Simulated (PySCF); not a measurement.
## Finite-field polarisability of C (carbon, neutral)

[He] 2s2 2p2, high-spin 3P determinant. All numbers are calculated (PySCF 2.14, scalar relativity by spin-free X2C-1e, in aug-cc-pVTZ-DK (5s4p3d2f, 46 functions)). Frozen: 1s2. Energy changes in a uniform field (μhartree):

```csv
axis,F (au),HF,MP2,CCSD,CCSD(T)
x,0.0043,-100.287,-90.107,-94.267,-94.868
x,0.0086,-401.192,-360.672,-377.183,-379.586
y,0.004,-99.567,-98.770,-98.767,-99.323
y,0.008,-398.586,-395.479,-395.499,-397.738
```

By symmetry the remaining axis equals y.

Problem. Derive α along x at CCSD(T) from the two fields.

Solution. With ΔE = −αF²/2 − γF⁴/24, α = −(16 ΔE(F) − ΔE(2F))/(6F²) = 10.26 bohr³.

Problem. And the mean polarisability at each level?

Solution. The components xx, yy, zz at CCSD(T) are 10.26, 12.41, 12.41, the third axis being equal by symmetry to one of the two computed. Means: HF 11.91, MP2 11.48, CCSD 11.63, CCSD(T) 11.69 bohr³. Reference: 11.3 ± 0.4 bohr³ (recommended; Schwerdtfeger and Nagle, table of static dipole polarizabilities (2023 update)).
